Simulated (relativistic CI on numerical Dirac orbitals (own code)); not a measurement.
# Mn²⁺: M2,3 absorption edge

Computed with this model: Dirac-Coulomb-Breit CI, KLI orbitals optimised for each configuration, QED by a radiative potential, valence Slater integrals scaled by 0.9, multiplet model of core-to-valence dipole absorption; configurations [Ar] 3d5 → [Ne] 3s2 3p5 3d6; 300 K; Lorentzian 0.48 eV and Gaussian 0.3 eV FWHM. Energies are those of the free ion, without screening or charge transfer. The branching ratio is the share of the lower-energy edge in the whole absorption, uncertain by about 0.02 where the edges overlap. S is read from ⟨S²⟩ = S(S + 1).

Field parameters in Wybourne normalisation: D3d B²₀ = −7Dσ, B⁴₀ = −14Dq − 21Dτ, B⁴₃ = −14√(10/7) Dq; D4h B²₀ = −7Ds, B⁴₀ = 21(Dq − Dt), B⁴₄ = 21√(5/14) Dq; Oh B⁴₀ = 21Dq, B⁴₄ = √(5/14) B⁴₀; Td as Oh with Dq negative (B⁴₀ = 21Dq, B⁴₄ = √(5/14) B⁴₀). The field is a parameter set, without covalency.

Computed curve for Td, 10Dq = -9050 cm⁻¹, scaled to 100 at the maximum (points under 2 are left out and the grid is thinned):

```csv
Energy (eV),Intensity
51.8,2.2
51.9,2.5
52.0,2.8
52.1,3.1
52.2,3.5
52.3,3.8
52.4,4.3
52.6,5.5
52.7,6.4
52.8,7.5
52.9,9.0
53.0,11.1
53.1,14.1
53.2,18.4
53.3,24.9
53.4,34.5
53.5,47.6
53.6,63.4
53.7,79.3
53.8,92.2
54.0,100.0
54.1,92.8
54.2,78.7
54.3,60.9
54.4,44.3
54.5,31.5
54.6,22.7
54.7,16.9
54.8,13.0
54.9,10.3
55.0,8.3
55.1,6.9
55.2,5.8
55.4,4.2
55.5,3.7
55.6,3.3
55.7,2.9
55.8,2.6
55.9,2.3
56.0,2.1
```

The ground state has S = 2.50, and the centroid lies at 53.86 eV.
